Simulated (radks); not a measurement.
Task: Ionisation of neutral holmium, [Xe] 4f11 6s2, to [Xe] 4f11 6s1 as the strength of local exchange is varied. All-electron calculation, scalar-relativistic Kohn-Sham, Slater X-alpha exchange (alpha = 2/3 is LDA exchange), no correlation, spin-polarised, spherical densities, point nucleus; open shells are filled with parallel spins first (spin-orbit coupling, left out, can overturn this in heavy ions). Program: a radial shooting solver on a logarithmic mesh with Libxc functionals.

| alpha | E(Ho) (hartree) | exchange (hartree) | IE (eV) | -e of the level emptied (eV) | <r> of it (bohr) |
|---|---|---|---|---|---|
| 0.667 | -12601.7099 | -255.5208 | 5.226 | 3.081 (6s) | 4.155 |
| 0.825 | -12662.6474 | -317.7348 | 5.884 | 3.783 (6s) | 3.981 |
| 0.93 | -12703.3224 | -359.4257 | 6.354 | 4.293 (6s) | 3.870 |
| 0.966 | -12717.3008 | -373.7831 | 6.521 | 4.474 (6s) | 3.834 |
| ? | -12654.9159 | -309.8250 | 5.797 | 3.690 (6s) | 4.002 |

Which alpha was used in the last row?

Result: alpha = 0.805. NIST Atomic Spectra Database: 6.022 eV (measured). The Delta-SCF value meets it near alpha = 0.86. Open shells are spherical and high-spin; term and fine-structure splittings are not resolved. Spin-orbit splitting is averaged out at the scalar-relativistic level.
